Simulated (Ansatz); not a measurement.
`CB(S)S` and `SBS` differ in one atom or group.

Ansatz, PBE0-D4/def2-TZVP geometries, multiplicity 1. Each molecule was computed in one conformer, which needn't be the lowest.

| property | `CB(S)S` |
| --- | --- |
| LUMO energy (PBE0/def2-TZVPP) / eV | -0.55 |
| HOMO energy (B3LYP/def2-TZVPP) / eV | -7.15 |
| HOMO energy (PBE0/def2-TZVPP) / eV | -7.40 |
| LUMO energy (ωB97M-V/def2-TZVPP) / eV | 1.49 |
| HOMO–LUMO gap (ωB97M-V/def2-TZVPP) / eV | 11.00 |
| HOMO–LUMO gap (B3LYP/def2-TZVPP) / eV | 6.44 |

Q: What does the change do to each property? (An estimate is asked.)

A: The calculation gave: 
```
                               property  `SBS`  shift
     LUMO energy (PBE0/def2-TZVPP) / eV  -0.93  -0.38
    HOMO energy (B3LYP/def2-TZVPP) / eV  -7.32  -0.17
     HOMO energy (PBE0/def2-TZVPP) / eV  -7.57  -0.17
  LUMO energy (ωB97M-V/def2-TZVPP) / eV   1.06  -0.43
HOMO–LUMO gap (ωB97M-V/def2-TZVPP) / eV  10.73  -0.27
  HOMO–LUMO gap (B3LYP/def2-TZVPP) / eV   6.23  -0.21
```

With PBE0 the HOMO falls by 0.17 eV and the LUMO falls by 0.38 eV, so the gap narrows by about 0.21 eV. PBE moves the HOMO by -0.20 eV and ωB97M-V by -0.15 eV.

B3LYP here is the variant with VWN-RPA as its local correlation; programs differ in this.
